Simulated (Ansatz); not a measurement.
Gas-phase electronic energies from Ansatz, PBE0-D4/def2-TZVP geometries. CCSD(T)/CBS adds triple-zeta CCSD(T) − MP2 to the extrapolated MP2 energy (def2 sets, frozen cores). Functionals use def2-TZVPP. Each species was taken in one conformer, which may not be the lowest.

`OC(O)=NP` + `O[SiH2]F` → `F[SiH2]OP` + `N=C(O)O`  (ligand exchange at a P–N bond)

`OC(O)=NP`:

```xyz
9

O    -0.344   -1.512   -0.836
C    -0.167   -0.872    0.311
O    -0.302   -1.724    1.318
N     0.094    0.360    0.519
P     0.243    1.351   -0.867
H    -0.237   -0.857   -1.550
H    -0.164   -1.205    2.121
H    -0.575    2.438   -0.468
H     1.452    2.021   -0.549
```

`O[SiH2]F`:

```xyz
6

O    -1.194    0.423    0.126
Si    0.371    0.044   -0.124
F     0.504   -1.302   -0.973
H    -1.710   -0.105    0.736
H     0.944    1.147   -0.916
H     1.083   -0.207    1.151
```

`F[SiH2]OP`:

Cartesian coordinates in Å:
```
F 2.232 -0.063 -0.382
Si 1.008 0.790 0.176
O -0.395 0.142 -0.345
P -1.245 -1.144 0.252
H 1.085 0.750 1.653
H 1.098 2.146 -0.396
H -2.550 -0.658 -0.044
H -1.233 -1.962 -0.914
```

`N=C(O)O`:

```xyz
7

N    -0.211    0.591   -0.945
C     0.091    0.038    0.150
O     0.820    0.662    1.072
O    -0.210   -1.184    0.614
H    -0.769    0.005   -1.554
H     1.017    1.532    0.706
H    -0.738   -1.644   -0.044
```

(1) Is it downhill or uphill in electronic energy at CCSD(T)/CBS, and by how much? (Best estimate.)

(2) What do these levels give: B2PLYP, revPBE, PBE0, CCSD/def2-SVP, CCSD/def2-TZVPP, HF/def2-QZVPP? (An estimate is asked.)

(3) What do rigid-rotor, harmonic-oscillator terms from PBE0-D4/def2-TZVP frequencies (298.15 K, 1 bar) make of the CCSD(T)/CBS value? (Estimate.)

Largest T1 diagnostic among the species: 0.014.

Results:

(1) Computed: Nearly level: ΔE = +0.02 eV.

(2) Computed: B2PLYP 0.01, revPBE 0.08, PBE0 0.09, CCSD/def2-SVP -0.05, CCSD/def2-TZVPP -0.02, HF/def2-QZVPP -0.15 eV.

(3) The calculation gave: ΔZPE = +0.01 eV, ΔH = +0.04 eV, ΔS = 15 J/(mol·K), ΔG = -0.01 eV.

In def2-TZVPP, CCSD(T) changes the Hartree–Fock value by +0.15 eV (the triples alone add +0.04 eV) and MP2 by +0.21 eV. At CCSD(T), def2-SVP lies −0.04 eV from the extrapolated value and def2-TZVPP −0.00 eV.
